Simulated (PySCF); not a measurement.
HMoO3, neutral, multiplicity 2. Atoms are numbered in the order given.

```xyz
5

Mo     0.0000     0.0000     0.0417
O      0.0000     1.4151     0.9740
O      0.0000    -1.4151     0.9740
O      0.0000     0.0000    -1.8191
H      0.0000     0.0000    -2.7807
```
Charge 0, spin multiplicity 2.

Geometry: B3LYP-D3(BJ)/def2-SVP. The geometry has at least one imaginary mode, so it is a saddle point at that level. The spin state was assumed, not searched. The isomer is the one that the SMILES or the coordinates give; other isomers of the formula were not compared. The def2 effective core potentials stand for the cores of Mo; spin–orbit coupling is left out. One conformer was computed; it need not be the lowest.

These are M06-2X/def2-TZVPD (PySCF) values and carry that method's errors.

Computed frontier levels, dipole moment and polarisability:
```
Quantity                                                                                                        Result
---------------------------------------------------------------------------------------------  -----------------------
α spin, highest occupied and lowest empty level                                                     -8.89 and -2.13 eV
β spin, highest occupied and lowest empty level                                                    -10.82 and -3.49 eV
dipole moment                                                                                                   3.97 D
quadrupole, principal values (traceless, Buckingham form, about the centre of nuclear charge)    -9.55, 3.69, 5.86 D·Å
mean static polarisability                                                                        47.5 bohr³ (7.05 Å³)
polarisability, principal values                                                                38.3, 51.5, 52.9 bohr³
⟨S²⟩                                                                                           0.764 (pure state 0.75)
```
